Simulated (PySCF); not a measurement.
The complex VBr4 (charge 0) contains V(IV), shell d1. The structure is a model geometry with rigid ligands and bond lengths from ionic radii, not a minimum; coordination tetrahedral, point group Td, metal–donor distances 2.32 Å.

The d shell alone is too small an active space for VBr4 (charge transfer from the heavy halide to so highly charged an ion is left out): its levels, fitted parameters, g values and moments show what this model gives and aren't sound predictions.

```
5

V     0.000    0.000    0.000
Br    1.339    1.339    1.339
Br   -1.339   -1.339    1.339
Br   -1.339    1.339   -1.339
Br    1.339   -1.339   -1.339
```

Method (PySCF 2.14, density fitting): CASSCF(1,5) with orbitals averaged over all microstates of the shell, strongly contracted NEVPT2 on the averaged canonical orbitals; basis x2c-TZVPall on the metal, x2c-SVPall elsewhere; spin-free X2C; gas phase; spin-orbit coupling by state interaction with the mean-field operator over all roots.

Question: Which term lies lowest, and with what spin?

Answer: 2E (S = 1/2, orbital degeneracy 2), with 1.0 electrons in the lower (e-type) set and 0.0 in the upper (t2-type) set, by NEVPT2.

Question: List the excited states of the same spin.

Answer: By NEVPT2: 2T2 at 9155 cm⁻¹ (1092 nm). The strongest, at 9155 cm⁻¹, has f = 2.7e-03.

Question: Give the fitted ligand-field and repulsion parameters.

Answer: At NEVPT2 level: orbital energies 0, 0, 9155, 9155, 9155 cm⁻¹; 10Dq = 9155 cm⁻¹; spin-orbit coupling on the heavy ligands mixes in, so no single ζ describes it.

Question: What magnetic behaviour follows?

Answer: The ground state is orbitally degenerate (an E term, whose orbital moment is quenched to first order), so no simple spin Hamiltonian is given. The lowest spin-orbit level is 4-fold; the next lies at 8899.6 cm⁻¹. μeff is 1.75 μB at 300 K and 1.70 μB at 10 K; the spin-only value is 1.73 μB.

Charge-transfer states lie outside this active space and may come lower than some of these levels. The ground state is orbitally degenerate in this regular structure, which would distort (Jahn–Teller), so its moment is that of the undistorted model. NEVPT2 lifts 2T2 from 7330 to 9155 cm⁻¹; on the d shell alone such lifts tend to overshoot. NEVPT2 on the d shell alone tends to put d–d bands too high for such charged or covalently bound ions.

The job took 26 s on one thread of Arm Neoverse V1 (shared host), with 176 basis functions and a peak of 0.53 GiB, launched as `OMP_NUM_THREADS=1 python lf_run.py task.json out`.
